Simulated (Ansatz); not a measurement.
Relaxation of BFH₈SSi₃ (14 atoms, charge 0, multiplicity 1), to a largest force component of 0.02 eV/Å in at most 40 steps.

Theory: RKS PBE/STO-3G (Ansatz 0.2.0).

```xyz
14
Properties=species:S:1:pos:R:3
B 0.516 -2.982 -0.198
Si 0.574 -1.117 0.440
F 2.161 -0.637 0.501
Si -0.457 0.246 -0.952
Si -0.347 2.333 -0.245
S -1.186 2.511 1.742
H 1.020 -3.807 0.392
H -0.086 -3.157 -1.210
H -0.016 -1.017 1.824
H 0.046 0.128 -2.273
H -1.958 -0.153 -0.960
H 1.090 2.729 -0.171
H -1.125 3.259 -1.157
H -0.245 1.636 2.297
```

Q: Where does it end, and by what steps?

A: It converged. The force dipped under the threshold on the way, but the program's further checks kept it going. Limits of this set-up: minimal basis. After 18 steps the energy has fallen by 0.605 eV; H7 moved furthest, 1.39 Å.

| step | energy less start (eV) | largest force component (eV/Å) | accepted |
| --- | --- | --- | --- |
| 0 | 0.0000 | 3.035 | yes |
| 1 | -0.3816 | 0.559 | yes |
| 2 | -0.4334 | 0.467 | yes |
| 3 | -0.4782 | 0.144 | yes |
| 4 | -0.5093 | 0.137 | yes |
| 5 | -0.5156 | 0.630 | yes |
| 6 | -0.5595 | 0.135 | yes |
| 7 | -0.5757 | 0.133 | yes |
| 8 | -0.5630 | 0.759 | no |
| 9 | -0.5863 | 0.088 | yes |
| 10 | -0.5934 | 0.076 | yes |
| 11 | -0.6004 | 0.046 | yes |
| 12 | -0.5985 | 0.367 | no |
| 13 | -0.6027 | 0.055 | yes |
| 14 | -0.6017 | 0.228 | no |
| 15 | -0.6041 | 0.021 | yes |
| 16 | -0.6047 | 0.006 | yes |
| 17 | -0.6048 | 0.021 | yes |
| 18 | -0.6049 | 0.016 | yes |

```xyz
14
Properties=species:S:1:pos:R:3
B 0.505 -2.995 -0.322
Si 0.576 -1.276 0.592
F 2.106 -0.772 1.034
Si -0.399 0.190 -0.875
Si -0.349 2.368 -0.232
S -1.224 2.797 1.673
H 1.433 -3.458 -0.888
H -0.521 -3.573 -0.414
H -0.256 -1.273 1.804
H 0.238 0.087 -2.183
H -1.783 -0.224 -1.072
H 1.035 2.839 -0.264
H -1.094 3.176 -1.189
H -0.281 2.084 2.365
```

Whether the end is a true minimum wasn't checked by a vibrational analysis.

Run time: 60 s on 1 CPU thread of a shared host.
